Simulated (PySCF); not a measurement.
Potential energy of ScH along the bond

Set-up: PySCF, no relativity, basis sets Sc def2-TZVPP, H def2-TZVPP. Energies in eV from Sc (3d1 4s2) + H in their ground configurations at the same level. State: ³Δ (triplet), unpaired electrons σ ↑, δ ↑.

All columns are PBE0. A positive dipole means Sc(−)H(+).

```json
{"R (Å)": "1.590", "E (eV)": "-2.101", "μ (D)": "-2.07", "Mulliken charge on Sc (basis-dependent)": "0.18", "HOMO (eV)": "-4.00", "LUMO (eV)": "-1.54", "Mayer bond order": "0.99", "⟨S²⟩": "2.00"}
{"R (Å)": "1.664", "E (eV)": "-2.293", "μ (D)": "-2.23", "Mulliken charge on Sc (basis-dependent)": "0.18", "HOMO (eV)": "-4.14", "LUMO (eV)": "-1.60", "Mayer bond order": "0.98", "⟨S²⟩": "2.00"}
{"R (Å)": "1.738", "E (eV)": "-2.405", "μ (D)": "-2.40", "Mulliken charge on Sc (basis-dependent)": "0.18", "HOMO (eV)": "-4.28", "LUMO (eV)": "-1.66", "Mayer bond order": "0.98", "⟨S²⟩": "2.00"}
{"R (Å)": "1.794", "E (eV)": "-2.448", "μ (D)": "-2.54", "Mulliken charge on Sc (basis-dependent)": "0.18", "HOMO (eV)": "-4.38", "LUMO (eV)": "-1.70", "Mayer bond order": "0.97", "⟨S²⟩": "2.00"}
{"R (Å)": "1.849", "E (eV)": "-2.461", "μ (D)": "-2.68", "Mulliken charge on Sc (basis-dependent)": "0.18", "HOMO (eV)": "-4.42", "LUMO (eV)": "-1.75", "Mayer bond order": "0.97", "⟨S²⟩": "2.00"}
{"R (Å)": "1.905", "E (eV)": "-2.449", "μ (D)": "-2.82", "Mulliken charge on Sc (basis-dependent)": "0.18", "HOMO (eV)": "-4.46", "LUMO (eV)": "-1.79", "Mayer bond order": "0.97", "⟨S²⟩": "2.00"}
{"R (Å)": "1.978", "E (eV)": "-2.403", "μ (D)": "-3.02", "Mulliken charge on Sc (basis-dependent)": "0.19", "HOMO (eV)": "-4.51", "LUMO (eV)": "-1.86", "Mayer bond order": "0.96", "⟨S²⟩": "2.00"}
{"R (Å)": "2.071", "E (eV)": "-2.307", "μ (D)": "-3.27", "Mulliken charge on Sc (basis-dependent)": "0.19", "HOMO (eV)": "-4.57", "LUMO (eV)": "-1.93", "Mayer bond order": "0.96", "⟨S²⟩": "2.00"}
{"R (Å)": "2.182", "E (eV)": "-2.152", "μ (D)": "-3.58", "Mulliken charge on Sc (basis-dependent)": "0.19", "HOMO (eV)": "-4.64", "LUMO (eV)": "-2.03", "Mayer bond order": "0.96", "⟨S²⟩": "2.00"}
{"R (Å)": "2.330", "E (eV)": "-1.905", "μ (D)": "-3.99", "Mulliken charge on Sc (basis-dependent)": "0.21", "HOMO (eV)": "-4.73", "LUMO (eV)": "-2.15", "Mayer bond order": "0.95", "⟨S²⟩": "2.00"}
```

A fit through these points gives, at Re = 1.849 Å, μ = -2.68 D and dμ/dR = -2.56 D/Å; the reduced mass is 0.9857 u.

Problem. How strong is the fundamental in the double-harmonic approximation, I = 42.26·(dμ/dR)²/μred km/mol?

Solution. I = 42.26·(-2.56)²/0.9857 = 281 km/mol at PBE0.

The metal atom is held in its measured ground configuration; semilocal functionals can put another filling of s and d lower by some tenths of an eV, and De to that atom would be smaller. The state is the lowest single determinant that the PBE0 search found; with open d or f shells the true ground state can be another one.
